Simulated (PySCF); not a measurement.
**A survey of 29Si NMR shifts**

Method: σ from GIAO-PBE0/pcSseg-1, GFN2-xTB geometry, in PySCF (one averaged value for each set of equivalent atoms, non-relativistic Hamiltonian, no solvent, a single conformation).

Shieldings were converted by a linear fit to measured shifts: 29Si: δ = 279.94 − 0.822σ (rms 8.9 ppm, 72 shifts, 25.8 ppm with the 6 outliers that the fit left out vs TMS, solution or neat liquid). A few per cent of atoms miss by over 2 rms, more outside the fitted compound classes.

Task: Give the 29Si shifts of `N#C[Si@H](CC(Cl)Cl)N[SiH3]`.

Result: 
```tsv
compound	environment	δ (ppm)
[N:1]#[C:2][Si@H:3]([CH2:4][CH:5]([Cl:6])[Cl:7])[NH:8][SiH3:9]	Si3: silicon bonded to 2 C, N, H	-44.0
[N:1]#[C:2][Si@H:3]([CH2:4][CH:5]([Cl:6])[Cl:7])[NH:8][SiH3:9]	Si9: silicon bonded to N, 3 H	-52.0
```

Task: Order these by 29Si shift, lowest first.
A. C/C(F)=C(\CF)[SiH2]F
B. CCS[Si@H](C)CC
C. [SiH3]N([SiH3])C[C@]12C[C@H]1C2
D. CO[SiH2]CC(=C=O)OC

Result: C (-43.0 ppm, silicon bonded to N, 3 H), D (-27.4 ppm, silicon bonded to C, O, 2 H), A (-14.9 ppm, silicon bonded to C, F, 2 H), B (2.6 ppm, silicon bonded to 2 C, S, H).
